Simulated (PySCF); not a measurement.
hexanethiol (C₆H₁₄S), SMILES C(CCS)CCC. Atoms are numbered in the order given.

```xyz
21

C      0.4326    -4.3322     0.0000
C     -0.4582    -3.0910     0.0000
C      0.3292    -1.7797     0.0000
C     -0.5547    -0.5322     0.0000
C      0.2403     0.7749     0.0000
C     -0.6560     2.0099     0.0000
S      0.3829     3.5289     0.0000
H      1.0857    -4.3542    -0.8883
H     -0.1619    -5.2595     0.0000
H      1.0857    -4.3542     0.8883
H     -1.1250    -3.1127    -0.8810
H     -1.1250    -3.1127     0.8810
H      0.9964    -1.7541    -0.8813
H      0.9964    -1.7541     0.8813
H     -1.2207    -0.5560    -0.8819
H     -1.2207    -0.5560     0.8819
H      0.9026     0.8060    -0.8830
H      0.9026     0.8060     0.8830
H     -1.3032     2.0113     0.8910
H     -1.3032     2.0113    -0.8910
H     -0.6357     4.4190     0.0000
```

Geometry: B3LYP-D3(BJ)/def2-SVP. Other conformers were not sampled.

The numbers are results of B3LYP-D3(BJ)/def2-SVP (PySCF), not measurements.

Frequencies are harmonic and unscaled.

```tsv
mode	ν (cm⁻¹)	IR (km/mol)	moving atoms (share of kinetic energy)
1	58	0.2	C 54 %, H 28 %, S 18 %
2	75	2.7	H 53 %, C 44 %
3	87	0.5	C 58 %, S 22 %, H 20 %
4	140	0.7	C 52 %, H 44 %
5	147	2.8	H 53 %, C 47 %
6	191	13.4	H 85 %, C 14 %
7	219	1.2	C 55 %, S 26 %, H 19 %
8	255	0.0	H 89 %, C 11 %
9	267	0.1	C 57 %, S 23 %, H 19 %
10	410	1.1	C 70 %, H 28 %
11	457	0.3	C 66 %, H 26 %, S 8 %
12	742	3.9	H 94 %
13	749	2.9	C 64 %, H 20 %, S 16 %
14	754	0.3	H 92 %
15	797	1.3	H 86 %, C 14 %
16	873	0.9	H 70 %, C 25 %
17	883	0.0	H 81 %, C 19 %
18	908	1.0	H 57 %, C 43 %
19	985	0.9	H 82 %, C 18 %
20	1027	0.1	C 77 %, H 23 %
21	1061	1.0	C 64 %, H 36 %
22	1074	0.0	C 62 %, H 38 %
23	1074	0.8	H 91 %, C 9 %
24	1082	0.4	C 52 %, H 48 %
25	1141	1.1	C 67 %, H 33 %
26	1207	0.3	H 56 %, C 44 %
27	1228	15.2	H 78 %, C 21 %
28	1261	0.3	H 73 %, C 27 %
29	1281	5.7	H 76 %, C 24 %
30	1305	0.0	H 86 %, C 14 %
31	1319	0.1	H 94 %
32	1325	0.4	H 91 %, C 9 %
33	1342	11.1	H 70 %, C 30 %
34	1388	1.0	H 66 %, C 34 %
35	1404	1.2	H 72 %, C 28 %
36	1412	1.1	H 53 %, C 47 %
37	1462	0.2	H 93 %
38	1463	0.1	H 93 %
39	1468	1.8	H 92 %, C 8 %
40	1471	6.2	H 97 %
41	1472	0.5	H 92 %
42	1482	0.7	H 91 %, C 9 %
43	1489	4.3	H 91 %, C 9 %
44	2668	12.0	H 97 %
45	3005	0.4	H 95 %
46	3008	5.8	H 95 %
47	3016	48.9	H 94 %
48	3022	23.0	H 97 %
49	3024	47.3	H 95 %
50	3034	0.1	H 91 %, C 9 %
51	3045	0.2	H 90 %, C 10 %
52	3046	37.6	H 95 %
53	3060	17.0	H 90 %, C 10 %
54	3072	52.1	H 90 %, C 10 %
55	3099	46.7	H 91 %, C 9 %
56	3105	34.1	H 90 %, C 10 %
57	3107	32.7	H 91 %, C 9 %
```
